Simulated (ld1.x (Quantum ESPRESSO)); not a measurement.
**magnesium, TM: configuration errors across variants**

- Element: magnesium
- Generator: ld1.x (Quantum ESPRESSO) 7.5
- Type: norm-conserving Troullier–Martins (Kleinman–Bylander form)
- Functional: LDA (PZ)
- Relativity: scalar-relativistic
- Frozen core: [Ne]
- Valence charge: 2
- Reference configuration: 3s1 3p1
- Partial waves: 3p (bound): rc 2.95 bohr; 3s (bound): rc 2.70 bohr
- Local potential: the s channel
- Core correction: Bessel-smoothed model core inside 1.20 bohr

All-electron excitation energies from the reference (eV): (1) 3s2 3p0 -3.523; (2) 3s1 3p0 4.551; (3) 3s1.5 3p0 -0.331; (4) 3s0 3p1 8.942; (5) 3s0 3p2 3.746; (6) 3s1 3p1 spin -0.690; (7) 3s1 3p0 spin 4.230.

Spin tests fill each open shell by Hund’s rule, majority spin first.

Errors AE − PS in meV (a dash: test not solved or not reliable):

| change | (1) | (2) | (3) | (4) | (5) | (6) | (7) | bound ghosts |
| --- | --- | --- | --- | --- | --- | --- | --- | --- |
| base | -5.0 | +2.0 | -2.2 | +1.4 | -6.4 | -1.4 | -3.3 | none |
| core correction Bessel-smoothed model core inside 1.02 bohr | -5.0 | +2.0 | -2.2 | +1.4 | -6.4 | -1.5 | -3.3 | none |
| core correction Bessel-smoothed model core inside 1.38 bohr | -4.9 | +2.0 | -2.2 | +1.4 | -6.4 | -1.3 | -3.2 | none |
| core correction Bessel-smoothed model core inside 1.76 bohr | -4.6 | +2.0 | -2.1 | +2.0 | -6.0 | 0.0 | -1.9 | none |
| core correction Bessel-smoothed model core inside 2.20 bohr | -2.9 | +2.2 | -1.6 | +6.1 | -3.7 | +8.5 | +5.6 | none |
| core correction Bessel-smoothed model core inside 3.12 bohr | +7.9 | +3.9 | +1.4 | +38 | +12 | +68 | +58 | none |

Task: Give the same row for: core correction Bessel-smoothed model core inside 2.58 bohr.

Result: +1.0, +2.7, -0.5, +17, +1.8, +29, +23; bound ghosts: none.
